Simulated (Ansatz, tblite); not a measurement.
Spin states of the cluster Cu₃Se⁺, each relaxed with r2SCAN-D4/def2-SVP in Ansatz. Electronic energies in the gas phase.

The 6-31G sets use Cartesian d functions. The xTB rows come from tblite. B3LYP takes the VWN-RPA correlation. HOMO above LUMO, or a gap near zero within one spin, warns that the state may not be the lowest or that an electron is smeared out. The structure comes from a short search, and lower isomers may exist.

Singlet geometry (C3v within 0.1 Å):

```csv
atom,x (Å),y (Å),z (Å)
Cu1,1.278,0.702,0.357
Cu2,-0.915,-0.127,1.184
Cu3,0.257,-1.326,-0.658
Se4,-0.620,0.751,-0.883
```

Triplet geometry (Cs within 0.1 Å):

```xyz
4

Cu   -0.7608   -0.3560    1.1717
Cu    1.0949    0.8886    0.4315
Cu   -0.9279    0.6218   -0.9628
Se    0.5937   -1.1544   -0.6404
```

Quintet geometry (C2v within 0.1 Å):

```tsv
atom	x (Å)	y (Å)	z (Å)
Cu1	-0.684	0.367	1.407
Cu2	1.418	0.648	0.553
Cu3	-1.443	-0.633	-0.503
Se4	0.709	-0.382	-1.456
```

⟨S²⟩: triplet 2.01 at PBE0-D4/def2-TZVP (pure 2.00), quintet 6.02 at PBE0-D4/def2-TZVP (pure 6.00).

Only these spin states were relaxed. Higher spins weren't run and may lie lower. The quintet has other bonds than the singlet, so the gap mixes isomer and spin.

| level | triplet − singlet (kcal/mol) | quintet − singlet (kcal/mol) | lowest of these | remarks |
| --- | --- | --- | --- | --- |
| GFN1-xTB | 38.9 | 81.4 | singlet | – |
| GFN2-xTB | 52.4 | 115.6 | singlet | – |
| HF/6-31G | 38.0 | 2.2 | singlet | – |
| PBE-D4/def2-TZVP | 40.5 | 91.5 | singlet | gap within one spin near zero (triplet) |
| r2SCAN-D4/def2-TZVP | 41.0 | 89.9 | singlet | – |
| B3LYP-D4/6-31G | 23.9 | 63.6 | singlet | – |
| B3LYP-D4/def2-TZVP | 45.9 | 98.6 | singlet | – |
| PBE0-D4/def2-TZVP | 48.1 | 104.2 | singlet | – |

Change of the quintet − singlet gap on mixing in exact exchange, in kcal/mol: PBE to PBE0 (25 % exact exchange) 12.7.

The xTB methods have no spin-polarisation term.
